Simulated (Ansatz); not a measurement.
`C[S][Cu]`. The species carries charge 0 and has multiplicity 1. The structure was optimised at the PBE0-D4/def2-TZVP level.

```xyz
6

C     0.531   -0.270    0.085
S    -0.624    0.492   -1.095
Cu   -2.277    1.074    0.096
H     1.400   -0.586   -0.496
H     0.104   -1.148    0.567
H     0.867    0.438    0.843
```

Task: What is the dipole moment at r2SCAN/def2-TZVPP? (An estimate is asked.)

Result: Ansatz gave: 3.24 D, with components (-1.82, 0.40, 2.65) D in this frame, pointing from negative to positive charge.

Task: And with PBE, B3LYP, ωB97M-V? (Estimate.)

Result: Ansatz gave: PBE 2.84 D, B3LYP 3.30 D, ωB97M-V 4.00 D.

Task: Give the Mulliken charges with r2SCAN, ωB97M-V, B3LYP in def2-TZVPP. (An estimate is asked.)

Result: Computed: 
| atom | r2SCAN | ωB97M-V | B3LYP |
| --- | --- | --- | --- |
| C1 | -0.12 | -0.33 | -0.24 |
| S2 | -0.31 | -0.29 | -0.30 |
| Cu3 | 0.20 | 0.24 | 0.21 |
| H4 | 0.08 | 0.13 | 0.12 |
| H5 | 0.08 | 0.13 | 0.11 |
| H6 | 0.08 | 0.13 | 0.11 |

B3LYP here is the variant with VWN-RPA as its local correlation; programs differ in this.
